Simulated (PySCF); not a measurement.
Species: heptachlorodialuminate anion, Al2Cl7 (charge -1).
Geometry (PBE0-D3(BJ)/def2-SVP, Å), atoms numbered from 1 in this order:
```xyz
9
Al2Cl7 angstrom
Cl     0.0652    2.3513   -0.9082
Al    -1.5779    1.0486   -0.6134
Cl    -2.7341    1.4608    1.1240
Cl    -2.7596    0.7427   -2.3568
Cl    -0.7392   -1.0482   -0.1921
Al     1.5603   -1.0894   -0.1304
Cl     2.1509    0.2071    1.4410
Cl     1.8895   -3.1518    0.3074
Cl     2.2027   -0.5385   -2.0738
```

Level: wB97X-D/def2-SVPD in PySCF, non-relativistic, on one gas-phase PBE0-D3(BJ)/def2-SVP geometry that isn't relaxed in the solvent. The solvent is an IEF-PCM continuum (Bondi radii, 1.10 Å for H, scaled by 1.2), and excitations are vertical TDDFT with non-equilibrium linear response and a frozen core. Specific hydrogen bonds and non-electrostatic terms are outside this model.

Gas-phase singlets (H = HOMO, L = LUMO):

```csv
state,E (eV),λ (nm),f,leading configurations
S1,7.455,166,0.000,"H→L 61%, H-1→L+1 8%"
S2,7.534,165,0.000,"H-1→L 29%, H-2→L 23%"
S3,7.676,162,0.034,"H-2→L 34%, H-1→L 26%"
S4,7.707,161,0.012,"H-3→L 53%, H-4→L+1 13%"
S5,7.774,159,0.002,"H-4→L 48%, H-3→L+1 14%"
```

Question: Give the list for chloroform (ε = 4.711), n² = 2.09.

Answer: 
| state | E (eV) | λ (nm) | f | leading configurations | change by rank (eV) |
| --- | --- | --- | --- | --- | --- |
| S1 | 7.659 | 162 | 0.000 | H→L 63%, H-1→L+1 15% | +0.204 |
| S2 | 7.733 | 160 | 0.001 | H-1→L 51%, H→L+1 22% | +0.199 |
| S3 | 7.864 | 158 | 0.038 | H-2→L 58% | +0.188 |
| S4 | 7.873 | 157 | 0.015 | H-3→L 56%, H-4→L+1 11% | +0.166 |
| S5 | 7.955 | 156 | 0.002 | H-4→L 54%, H-3→L+1 15% | +0.181 |

Question: The ground-state energy changes by -1.323 eV from gas to chloroform. By how much does the total energy of gas-phase S1 change?

Answer: E(S1) = E(S0) + excitation energy, so it changes by -1.323 + 0.204 = -1.119 eV: it is lowered less than the ground state, which is what a blue shift means. This is the vertical state, with the slow part of the continuum still set for S0.

Question: How do the frontier levels move from gas to chloroform?

Answer: 
```json
{"orbital": "LUMO+2", "gas (eV)": "5.11", "solvent (eV)": "2.87", "change (eV)": "-2.24", "Löwdin shares, gas": "Cl8 22 %, Cl7 16 %, Cl5 15 %, Cl1 14 %", "Löwdin shares, solvent": "Cl5 17 %, Cl1 14 %, Cl8 12 %, Cl7 12 %"}
{"orbital": "LUMO+1", "gas (eV)": "4.32", "solvent (eV)": "2.21", "change (eV)": "-2.11", "Löwdin shares, gas": "Al2 18 %, Al6 17 %, Cl8 14 %, Cl4 12 %", "Löwdin shares, solvent": "Al2 18 %, Al6 17 %, Cl8 12 %, Cl4 12 %"}
{"orbital": "LUMO", "gas (eV)": "3.82", "solvent (eV)": "1.60", "change (eV)": "-2.22", "Löwdin shares, gas": "Al6 29 %, Al2 27 %, Cl5 8 %, Cl8 7 %", "Löwdin shares, solvent": "Al6 28 %, Al2 26 %, Cl5 8 %, Cl8 7 %"}
{"orbital": "HOMO", "gas (eV)": "-7.32", "solvent (eV)": "-9.90", "change (eV)": "-2.58", "Löwdin shares, gas": "Cl1 26 %, Cl9 21 %, Cl7 19 %, Cl8 15 %", "Löwdin shares, solvent": "Cl1 23 %, Cl9 19 %, Cl7 18 %, Cl8 17 %"}
{"orbital": "HOMO-1", "gas (eV)": "-7.49", "solvent (eV)": "-10.07", "change (eV)": "-2.58", "Löwdin shares, gas": "Cl1 28 %, Cl9 27 %, Cl4 17 %, Cl8 11 %", "Löwdin shares, solvent": "Cl4 22 %, Cl9 21 %, Cl3 18 %, Cl8 14 %"}
{"orbital": "HOMO-2", "gas (eV)": "-7.50", "solvent (eV)": "-10.09", "change (eV)": "-2.59", "Löwdin shares, gas": "Cl7 28 %, Cl1 26 %, Cl3 14 %, Cl8 11 %", "Löwdin shares, solvent": "Cl1 35 %, Cl7 22 %, Cl9 14 %, Cl8 12 %"}
{"orbital": "HOMO-3", "gas (eV)": "-7.63", "solvent (eV)": "-10.18", "change (eV)": "-2.55", "Löwdin shares, gas": "Cl7 24 %, Cl9 24 %, Cl3 15 %, Cl5 13 %", "Löwdin shares, solvent": "Cl3 21 %, Cl4 18 %, Cl7 17 %, Cl9 16 %"}
```

The HOMO–LUMO gap goes from 11.14 to 11.51 eV. Rows go by rank; for HOMO-3, HOMO-2, HOMO-1 and HOMO the atom shares or the degeneracy differ between the runs, so the row needn't follow one orbital.

Note: wB97X-D ran without an empirical dispersion term, which enters the total energy and its gradient alone.
